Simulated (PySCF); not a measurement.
# Two-component Hartree-Fock for Cu⁴⁺ (copper, charge +4)

Start: [Ar] 3d7; 3d3/2 filled at m_j = -3/2, -1/2, +1/2, +3/2; 3d5/2 filled at m_j = +1/2, +3/2, +5/2. Calculated with PySCF 2.14 in x2c-TZVPall-2c: generalised Hartree-Fock with the X2C-1e Hamiltonian and a Gaussian nucleus; one run each with spin-orbit coupling (SO) switched off, then screened by Boettger's factors.

```
spinor shell  electrons  ε, spin-free (eV)  ε, screened SO (eV)  weight of nominal j (screened SO)  rms radius, screened SO (bohr)
       1s1/2          2            -9119.7              -9119.5                              1.000                          0.0601
       2s1/2          2            -1207.5              -1207.4                              1.000                           0.254
       2p1/2          2            -1047.9              -1062.5                              0.996                           0.226
       3s1/2          2            -210.65              -210.63                              1.000                           0.750
       3p1/2          2            -160.61              -167.08                              0.665                           0.779
       3p3/2          4            -160.61              -157.37                              0.833                           0.790
       3d5/2          3            -84.702              -86.104                              0.779                           0.881
       3d3/2          4            -84.702              -83.667                              0.704                           0.891
```

Where does 2p3/2 lie, and what is the 2p spin-orbit splitting (screened SO)?

At -1040.7 eV, 21.871 eV above 2p1/2.

```json
{"quantity": "E (hartree)", "spin-free": "-1648.95781", "screened SO": "-1649.00619"}
{"quantity": "M_J", "spin-free": "9/2", "screened SO": "9/2"}
{"quantity": "⟨J²⟩", "spin-free": "24.754", "screened SO": "24.754"}
{"quantity": "⟨L²⟩", "spin-free": "12.002", "screened SO": "12.037"}
{"quantity": "⟨S²⟩", "spin-free": "3.752", "screened SO": "3.740"}
```

Each row is a mean over spinors that exchange with the open shell spreads, by up to 14.429 eV (3p3/2).

Rows whose weight is well below 1 are mixtures of j = l ± 1/2: exchange outweighs spin-orbit coupling there, and the label is only the starting occupation.

Without spin-orbit coupling the j labels of p, d and f shells carry no meaning; the spin-free column gives the mean over the occupied spinors of each nl shell.
